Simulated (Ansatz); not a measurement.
Born–Oppenheimer molecular dynamics of C$_{3}$H$_{4}$BF (9 atoms, charge 0, multiplicity 1). It starts at the highest image of a converged band, a first-order saddle point between two minima.

The calculation used Ansatz, RKS B3LYP-D4/6-31G*.

- ensemble: NVE (velocity Verlet)
- time step: 0.5 fs
- steps asked: 200
- starting velocities drawn for: 100 K
- seed: 8732

Frames 2.5 fs apart, positions in Å, forces in eV/Å.

Velocities at 25.0 fs (Å/ps):

```
C -0.11 -0.95 -0.38
C -1.16 -0.70 -1.45
C 3.38 -0.27 2.43
B -2.45 3.78 0.07
F -0.25 -0.88 -0.15
H 3.26 0.01 -8.09
H 4.93 -2.12 -0.54
H -8.75 2.86 4.66
H 6.37 -1.71 -1.08
```

```xyz
9
Properties=species:S:1:pos:R:3:forces:R:3 time_fs=25.0 energy_less_start_eV=0.051 T=44
C 1.138 -0.900 -0.637 0.28 -0.49 0.60
C 0.246 -0.625 0.315 0.09 0.22 -0.54
C -0.882 0.308 0.100 -0.31 -0.51 0.01
B -0.995 1.603 0.533 -0.14 1.17 0.32
F -1.145 2.847 0.885 0.08 -0.45 -0.08
H 1.146 -0.495 -1.635 -0.16 0.26 -0.23
H 1.920 -1.601 -0.380 0.31 -0.22 -0.22
H 0.374 -1.128 1.272 -0.17 0.09 0.16
H -1.745 -0.045 -0.472 0.02 -0.08 -0.02
9
Properties=species:S:1:pos:R:3:forces:R:3 time_fs=27.5 energy_less_start_eV=0.039 T=57
C 1.138 -0.904 -0.637 0.66 -0.52 -0.02
C 0.244 -0.626 0.310 0.25 0.06 -0.08
C -0.875 0.306 0.106 -0.62 0.18 -0.02
B -1.002 1.615 0.534 0.08 -0.13 -0.03
F -1.145 2.844 0.884 -0.05 0.25 0.10
H 1.149 -0.490 -1.655 -0.18 -0.01 0.48
H 1.938 -1.610 -0.388 -0.09 0.08 -0.27
H 0.349 -1.118 1.285 -0.03 0.11 -0.15
H -1.729 -0.052 -0.475 -0.03 -0.03 -0.02
9
Properties=species:S:1:pos:R:3:forces:R:3 time_fs=30.0 energy_less_start_eV=0.044 T=52
C 1.142 -0.910 -0.637 0.60 -0.44 -0.10
C 0.242 -0.627 0.305 0.40 -0.01 0.18
C -0.871 0.306 0.112 -0.83 0.71 -0.11
B -1.008 1.626 0.534 0.28 -1.30 -0.35
F -1.146 2.842 0.884 -0.15 0.93 0.29
H 1.142 -0.484 -1.650 -0.15 -0.03 0.46
H 1.952 -1.615 -0.412 -0.21 0.12 -0.17
H 0.322 -1.102 1.291 0.13 0.00 -0.20
H -1.715 -0.059 -0.480 -0.07 0.04 -0.01
9
Properties=species:S:1:pos:R:3:forces:R:3 time_fs=32.5 energy_less_start_eV=0.044 T=52
C 1.149 -0.919 -0.637 0.01 -0.20 0.37
C 0.243 -0.628 0.300 0.50 0.03 0.14
C -0.870 0.308 0.117 -0.79 0.65 -0.31
B -1.012 1.630 0.533 0.34 -1.48 -0.39
F -1.147 2.844 0.885 -0.19 1.08 0.34
H 1.126 -0.479 -1.621 -0.08 0.21 -0.25
H 1.956 -1.616 -0.445 0.07 -0.18 0.05
H 0.302 -1.086 1.286 0.24 -0.20 0.03
H -1.705 -0.064 -0.485 -0.09 0.10 0.02
9
Properties=species:S:1:pos:R:3:forces:R:3 time_fs=35.0 energy_less_start_eV=0.038 T=58
C 1.156 -0.928 -0.635 -0.37 0.14 0.25
C 0.246 -0.629 0.297 0.43 0.03 0.27
C -0.874 0.314 0.121 -0.48 -0.01 -0.54
B -1.014 1.626 0.530 0.25 -0.53 -0.10
F -1.149 2.848 0.887 -0.14 0.61 0.21
H 1.105 -0.463 -1.605 0.03 0.17 -0.39
H 1.962 -1.626 -0.476 0.15 -0.27 0.16
H 0.296 -1.082 1.283 0.25 -0.26 0.11
H -1.700 -0.064 -0.489 -0.11 0.11 0.03
9
Properties=species:S:1:pos:R:3:forces:R:3 time_fs=37.5 energy_less_start_eV=0.042 T=54
C 1.161 -0.937 -0.633 -0.25 0.39 -0.51
C 0.251 -0.630 0.295 0.23 -0.06 0.66
C -0.880 0.320 0.122 -0.03 -0.84 -0.69
B -1.016 1.620 0.526 0.11 0.80 0.31
F -1.151 2.854 0.889 -0.07 -0.08 0.00
H 1.086 -0.438 -1.607 0.19 -0.24 0.18
H 1.975 -1.650 -0.498 -0.21 0.06 0.14
H 0.304 -1.092 1.285 0.15 -0.11 -0.10
H -1.702 -0.057 -0.491 -0.13 0.07 0.01
9
Properties=species:S:1:pos:R:3:forces:R:3 time_fs=40.0 energy_less_start_eV=0.056 T=39
C 1.165 -0.943 -0.633 -0.24 0.49 -0.70
C 0.258 -0.631 0.296 0.06 -0.12 0.71
C -0.886 0.321 0.120 0.30 -1.19 -0.63
B -1.016 1.618 0.524 0.04 1.46 0.51
F -1.153 2.860 0.892 -0.01 -0.53 -0.13
H 1.078 -0.426 -1.602 0.28 -0.37 0.26
H 1.976 -1.671 -0.512 -0.36 0.24 0.13
H 0.322 -1.109 1.282 0.03 0.02 -0.16
H -1.712 -0.047 -0.493 -0.10 0.00 0.00
9
Properties=species:S:1:pos:R:3:forces:R:3 time_fs=42.5 energy_less_start_eV=0.042 T=54
C 1.167 -0.948 -0.636 -0.57 0.49 -0.08
C 0.265 -0.633 0.300 -0.05 -0.05 0.25
C -0.891 0.317 0.115 0.41 -0.74 -0.34
B -1.016 1.623 0.524 0.08 0.96 0.37
F -1.156 2.864 0.894 0.01 -0.52 -0.13
H 1.087 -0.434 -1.585 0.22 -0.07 -0.34
H 1.959 -1.681 -0.517 -0.03 0.00 0.18
H 0.341 -1.126 1.271 -0.07 0.02 0.07
H -1.727 -0.036 -0.495 0.00 -0.07 0.02
9
Properties=species:S:1:pos:R:3:forces:R:3 time_fs=45.0 energy_less_start_eV=0.039 T=57
C 1.167 -0.950 -0.639 -0.69 0.45 0.29
C 0.271 -0.634 0.306 -0.20 0.06 -0.23
C -0.893 0.310 0.108 0.38 0.15 0.09
B -1.016 1.634 0.527 0.19 -0.25 0.00
F -1.158 2.867 0.896 -0.01 -0.20 -0.04
H 1.107 -0.448 -1.586 0.10 0.11 -0.57
H 1.939 -1.690 -0.512 0.23 -0.19 0.20
H 0.356 -1.141 1.264 -0.12 0.01 0.23
H -1.742 -0.030 -0.495 0.12 -0.13 0.04
9
Properties=species:S:1:pos:R:3:forces:R:3 time_fs=47.5 energy_less_start_eV=0.046 T=50
C 1.163 -0.949 -0.641 -0.19 0.24 -0.16
C 0.276 -0.636 0.310 -0.43 0.12 -0.31
C -0.894 0.303 0.101 0.36 0.89 0.46
B -1.015 1.643 0.529 0.25 -1.28 -0.33
F -1.161 2.869 0.897 -0.03 0.10 0.05
H 1.135 -0.457 -1.616 0.00 -0.15 0.12
H 1.931 -1.708 -0.496 0.00 0.09 0.09
H 0.364 -1.155 1.268 -0.14 0.14 0.04
H -1.751 -0.031 -0.494 0.17 -0.17 0.03
9
Properties=species:S:1:pos:R:3:forces:R:3 time_fs=50.0 energy_less_start_eV=0.063 T=31
C 1.159 -0.948 -0.644 0.30 -0.11 -0.29
C 0.280 -0.637 0.314 -0.61 0.22 -0.34
C -0.893 0.300 0.097 0.39 1.13 0.64
B -1.012 1.645 0.530 0.21 -1.48 -0.41
F -1.163 2.872 0.899 0.00 0.06 0.03
H 1.162 -0.474 -1.641 -0.13 -0.22 0.53
H 1.923 -1.720 -0.474 -0.19 0.34 -0.03
H 0.364 -1.161 1.276 -0.12 0.22 -0.15
H -1.750 -0.043 -0.491 0.14 -0.15 0.01
9
Properties=species:S:1:pos:R:3:forces:R:3 time_fs=52.5 energy_less_start_eV=0.049 T=45
C 1.156 -0.947 -0.648 0.20 -0.34 0.41
C 0.280 -0.637 0.315 -0.62 0.42 -0.63
C -0.890 0.303 0.096 0.41 0.78 0.56
B -1.008 1.640 0.529 0.07 -0.77 -0.22
F -1.166 2.874 0.901 0.08 -0.37 -0.09
H 1.181 -0.502 -1.639 -0.22 0.10 0.05
H 1.905 -1.715 -0.453 0.05 0.11 -0.05
H 0.357 -1.154 1.275 -0.05 0.13 -0.05
H -1.740 -0.063 -0.487 0.09 -0.06 0.01
```

Of the whole run (100 fs, mean temperature of the second half 59 K): The conserved energy stayed within 0.039 meV per atom of its start (net change 0.0046 meV per atom), so the integration is sound. A run of 0.1 ps of so small a system gives no equilibrium averages. The orbitals stay closed-shell, which can raise the energy where a bond breaks towards radicals; this wasn't checked here.

The run took 5.3 min on 2 threads of Arm Neoverse V1 (shared host), peak memory 0.15 GiB.
